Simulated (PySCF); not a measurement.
Compound: C5H5S2 (doublet state).
Z-matrix (Å and degrees, GFN2-xTB geometry), rows numbered from 1:
```
C 
S   1  1.6907
C   2  1.7412  1  104.25
C   3  1.3704  2  124.97  1  -175.56
C   4  1.4071  3  112.52  2   179.33
C   5  1.3588  4  112.92  3    -0.18
S   6  1.7209  5  112.38  4     0.13
H   1  1.0700  2  120.47  3    21.28
H   1  1.0697  2  115.82  3  -177.01
H   4  1.0743  3  122.96  2    -0.73
H   5  1.0752  4  123.59  3   179.93
H   6  1.0713  5  128.86  4  -179.73
```

The hyperfine couplings belong to this conformer and change with its torsions.

The species is `c1ccc(S[CH2])s1` [radical].

Method: PySCF 2.14.0, UKS B3LYP, pcH-1 on C H S, non-relativistic, mean-field spin-orbit, GIAO. The structure is a single GFN2-xTB conformer in the gas phase; no vibrational or solvent corrections. Couplings are sensitive to structure, and on GFN2-xTB geometries they can be far from those on DFT ones. No stability test was run, so a lower SCF solution isn't excluded.

(1) Break the g tensor into its mass correction, gauge correction and orbital-Zeeman/spin–orbit terms.

(2) Average each term over the three axes. Which is largest in size?

(3) What are the electron Larmor frequencies g μB B/h along the three axes at 340 mT?

(4) At 9.357 GHz, how far is the centre of the isotropic spectrum from where a free electron (g = 2.002319) resonates?

(5) In a frozen sample, at which fields do the three g values resonate at 9.5, 34, 94 and 263 GHz (hyperfine left aside), and which band first spreads them over more than twice a line width of 0.5 mT?

Results:

(1) 
```csv
Δg (ppt),1,2,3
relativistic mass correction,-0.17,-0.17,-0.17
gauge correction,0.01,0.05,0.03
orbital Zeeman/spin–orbit,-0.11,0.74,6.03
total,-0.26,0.62,5.89
```

So g = 2.00206, 2.00293, 2.00821 and g_iso = 2.00440; the tensor is close to axial: the two nearest values differ by 14 % of g3 − g1. Axes: g2 points within 14° of the C1–S2 bond and g3 points within 4° of the S2–C3 bond.

(2) The orbital-Zeeman/spin–orbit term 2.22, the mass correction -0.17 and the gauge correction 0.03 ppt, for a total of 2.08 ppt. The orbital-Zeeman/spin–orbit term is the largest in size. The mass correction is the same along every axis, so the anisotropy comes from the other two: their spans along these axes are 0.04 (gauge) and 6.14 ppt (orbital Zeeman/spin–orbit).

(3) 9.5272, 9.5314, 9.5565 GHz for g1, g2 and g3, a range of 29.3 MHz.

(4) B = hν/(g μB) with μB/h = 13.99624 MHz/mT gives 333.88 mT for the free electron and 333.53 mT at g_iso, 0.35 mT lower.

(5) 
| band | GHz | B(g3) mT | B(g2) mT | B(g1) mT | spread mT |
| --- | --- | --- | --- | --- | --- |
| X | 9.5 | 337.99 | 338.88 | 339.03 | 1.04 |
| Q | 34.0 | 1209.64 | 1212.83 | 1213.36 | 3.72 |
| W | 94.0 | 3344.31 | 3353.12 | 3354.60 | 10.28 |
| J | 263.0 | 9356.96 | 9381.61 | 9385.73 | 28.77 |

The spread grows in proportion to the frequency. X band is the first where it exceeds 1.0 mT.

The Mulliken spin populations are largest on C1 (+0.82), S2 (+0.17), C4 (+0.09) and C6 (+0.08). The angles at C1 add up to 357.3°, so it is nearly planar; its axial dipolar tensor and the negative couplings of its protons fit spin in a p orbital normal to that plane.

The HOMO–LUMO gaps are 4.15 eV among the α and 4.29 eV among the β orbitals.
